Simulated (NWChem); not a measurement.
System: BHF, doublet; SMILES [BH]F

Output (shortened):

```
             Northwest Computational Chemistry Package (NWChem) 7.3.0
             --------------------------------------------------------

 CS  symmetry detected

                             Geometry "geometry" -> ""
                             -------------------------

 Output coordinates in angstroms (scale by  1.889725989 to convert to a.u.)

  No.       Tag          Charge          X              Y              Z
 ---- ---------------- ---------- -------------- -------------- --------------
    1 B                    5.0000     0.14957915     0.73632484     0.00000000
    2 F                    9.0000     0.00867468    -0.56357388     0.00000000
    3 H                    1.0000    -0.82596781     1.39054070     0.00000000

 Effective nuclear repulsion energy (a.u.)      22.7063271678

      Symmetry information
      --------------------

 Group name             Cs
 Group number              2
 Group order               2
 No. of unique centers     3

                                Z-matrix (autoz)
                                --------

 Units are Angstrom for bonds and degrees for angles

      Type          Name      I     J     K     L     M      Value
      ----------- --------  ----- ----- ----- ----- ----- ----------
    1 Stretch                  1     2                       1.30751
    2 Stretch                  1     3                       1.17460
    3 Bend                     2     1     3               117.65987

                           NWChem Geometry Optimization
                           ----------------------------

 maximum gradient threshold         (gmax) =   0.004500
 rms gradient threshold             (grms) =   0.003000
 maximum cartesian step threshold   (xmax) =   0.018000
 rms cartesian step threshold       (xrms) =   0.012000
 fixed trust radius                (trust) =   0.300000
 source of zmatrix                         =   autoz

          -------------------
          Energy Minimization
          -------------------

 Using diagonal initial Hessian
 Scaling for Hessian diagonals: bonds = 1.00  angles = 0.25  torsions = 0.10

          --------
          Step   0

                                 NWChem DFT Module
                                 -----------------

 Summary of "ao basis" -> "ao basis" (spherical)
 ------------------------------------------------------------------------------
       Tag                 Description            Shells   Functions and Types
 ---------------- ------------------------------  ------  ---------------------
 B                           6-31g*                  6       14   3s2p1d
 F                           6-31g*                  6       14   3s2p1d
 H                           6-31g*                  2        2   2s

      Symmetry analysis of basis
      --------------------------

[...]

      ----------------------
      Optimization converged
      ----------------------

  Step       Energy      Delta E   Gmax     Grms     Xrms     Xmax
  ---- ---------------- -------- -------- -------- -------- --------
@    2    -125.24777003 -1.8D-05  0.00028  0.00022  0.00236  0.00404
                                     ok       ok       ok       ok

                                Z-matrix (autoz)
                                --------

 Units are Angstrom for bonds and degrees for angles

      Type          Name      I     J     K     L     M      Value     Gradient
      ----------- --------  ----- ----- ----- ----- ----- ---------- ----------
    1 Stretch                  1     2                       1.30958   -0.00028
    2 Stretch                  1     3                       1.20682   -0.00022
    3 Bend                     2     1     3               120.90072    0.00013

                         Geometry "geometry" -> "geometry"
                         ---------------------------------

 Output coordinates in angstroms (scale by  1.889725989 to convert to a.u.)

  No.       Tag          Charge          X              Y              Z
 ---- ---------------- ---------- -------------- -------------- --------------
    1 B                    5.0000     0.14114212     0.72041872     0.00000000
    2 F                    9.0000     0.02822728    -0.58428538     0.00000000
    3 H                    1.0000    -0.83708340     1.42715831     0.00000000

 Effective nuclear repulsion energy (a.u.)      22.5511365053

      Symmetry information
      --------------------

 Group name             Cs
 Group number              2
 Group order               2
 No. of unique centers     3

                Final and change from initial internal coordinates
                --------------------------------------------------

                                Z-matrix (autoz)
                                --------

 Units are Angstrom for bonds and degrees for angles

      Type          Name      I     J     K     L     M      Value       Change
      ----------- --------  ----- ----- ----- ----- ----- ---------- ----------
    1 Stretch                  1     2                       1.30958    0.00207
    2 Stretch                  1     3                       1.20682    0.03221
    3 Bend                     2     1     3               120.90072    3.24085

 ==============================================================================
                                internuclear distances
 ------------------------------------------------------------------------------
       center one      |      center two      | atomic units |  angstroms
 ------------------------------------------------------------------------------
    2 F                |   1 B                |     2.47475  |     1.30958
    3 H                |   1 B                |     2.28055  |     1.20682
 ------------------------------------------------------------------------------
                         number of included internuclear distances:          2
 ==============================================================================
```

Level: B3LYP/6-31G* (spherical d), spin-unrestricted. In the optimisation the excess spin sits in a' (Cs, its own frame). No stability test was run on the SCF state. B3LYP is NWChem's, with the RPA form of VWN correlation.

Task: Which NWChem input produces such a log?

Result: One answer among several that fit: the input that was run:
```
start job
memory heap 200 mb stack 900 mb global 1100 mb
geometry units angstroms
  B     -0.680355     0.399224     0.014031
  F      0.474670    -0.213213    -0.006679
  H     -1.649564    -0.263220    -0.024597
end
basis spherical
  B library 6-31g*
  F library 6-31g*
  H library 6-31g*
end
dft
  odft
  mult 2
  xc b3lyp
  iterations 150
end
driver
  maxiter 150
  loose
end
task dft optimize
```
